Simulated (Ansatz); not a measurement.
Nb₄. The state is a singlet with charge 0. Geometry relaxed at B3LYP-D4/def2-SVP.

```xyz
4

Nb   -0.345    0.739   -1.298
Nb   -0.925    0.480    1.124
Nb   -0.186   -1.508   -0.206
Nb    1.457    0.288    0.380
```

In the def2 sets Nb takes a core potential; there is no spin–orbit coupling. The relaxation made no stability test and no search for a lower SCF solution. The structure comes from a short search, and lower isomers may exist.

Estimate the harmonic wavenumbers at RKS B3LYP-D4/def2-SVP (Ansatz, unscaled). Is this a minimum?

162, 162, 248, 248, 248, 358 cm⁻¹. Yes, no mode is imaginary beyond noise. Zero-point energy 8.5 kJ/mol. It took 31 s on 4 threads of Arm Neoverse V2 on a shared host.
